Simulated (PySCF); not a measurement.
# TaN: frontier orbitals

PBE at R = 1.666 Å; Ta def2-TZVPPD with ECP60, N def2-TZVPPD; scalar-relativistic core potentials (PySCF 2.14). State: ¹Σ⁺ (singlet), closed shell. Only the outer orbitals are listed, counted within each symmetry, core potentials removing the inner ones.

| orbital | occ. | ε (eV) | on Ta (%) | main shells (%) |
| --- | --- | --- | --- | --- |
| 1π | 2 | -39.24 | 100 | 100 Ta p |
| 1π | 2 | -39.24 | 100 | 100 Ta p |
| 3σ | 2 | -38.87 | 94 | 94 Ta p |
| 4σ | 2 | -16.86 | 23 | 76 N s, 11 Ta d |
| 2π | 2 | -7.52 | 44 | 55 N p, 42 Ta d |
| 2π | 2 | -7.52 | 44 | 55 N p, 42 Ta d |
| 5σ | 2 | -6.90 | 32 | 50 N p, 32 Ta d, 18 N s |
| 6σ | 2 | -5.49 | 103 | 90 Ta s, 11 Ta d |
| 1δ | 0 | -4.65 | 100 | 100 Ta d |
| 1δ | 0 | -4.65 | 100 | 100 Ta d |
| 3π | 0 | -2.48 | 84 | 54 Ta p, 30 Ta d, 15 N p |

Q: Which are the highest filled and the lowest empty level, where do they sit, and how wide is the gap?

A: Highest filled 6σ at -5.49 eV (in %: 90 Ta s, 11 Ta d); lowest empty 1δ at -4.65 eV (in %: 100 Ta d); the gap at PBE is 0.84 eV.

```json
{
  "bond order (Mayer)": "2.96",
  "⟨S²⟩": "0.000",
  "charge on Ta (Mulliken, basis-dependent)": "0.22",
  "charge on Ta (Löwdin, basis-dependent)": "0.43",
  "dipole moment (positive dipole means Ta(−)N(+))": "-3.16 D",
  "polarisability along the bond": "74.2 bohr³",
  "polarisability across the bond": "74.7 bohr³"
}
```

Shares are Mulliken populations and can fall outside 0 to 100 %.

Spin–orbit coupling is left out.
